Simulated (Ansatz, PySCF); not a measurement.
H₃O₃P, SMILES OP(O)O. Atoms are numbered in the order given.

```xyz
7

P      0.0000     0.0000    -0.4253
O      0.7676    -1.2154     0.3898
O      0.6687     1.2725     0.3898
O     -1.4364    -0.0571     0.3898
H      1.5595    -1.4963    -0.0903
H      0.5162     2.0987    -0.0903
H     -2.0756    -0.6025    -0.0903
```

Geometry optimised at B3LYP-D3(BJ)/def2-SVP. Other conformers were not sampled.

Two levels are set side by side: PBE-D3(BJ)/def2-SVP (Ansatz, a program for electronic structure) and B3LYP-D3(BJ)/def2-SVP (Ansatz). Each level has its own optimised geometry; the coordinates shown are those of the second. Frequencies come from the Hessian of PySCF at each geometry. Differences are taken from unrounded values.

```
quantity                            B3LYP-D3(BJ)  PBE-D3(BJ)  PBE-D3(BJ) minus B3LYP-D3(BJ)
----------------------------------  ------------  ----------  -----------------------------
mean bond length (Å)                       1.310       1.322                          0.012
bond P1–O2 (Å)                             1.652       1.667                          0.015
bond P1–O3 (Å)                             1.652       1.667                          0.015
bond P1–O4 (Å)                             1.652       1.667                          0.015
bond O2–H5 (Å)                             0.968       0.977                          0.009
bond O3–H6 (Å)                             0.968       0.977                          0.009
bond O4–H7 (Å)                             0.968       0.977                          0.009
highest harmonic wavenumber (cm⁻¹)          3824        3711                           -113
mean harmonic wavenumber (cm⁻¹)             1249        1211                            -38
zero-point energy (kcal/mol)               26.78       25.98                          -0.81
```

GGA bonds tend to be longer and softer than those of functionals with exact exchange. Differences between two approximate levels are no errors against the true value.
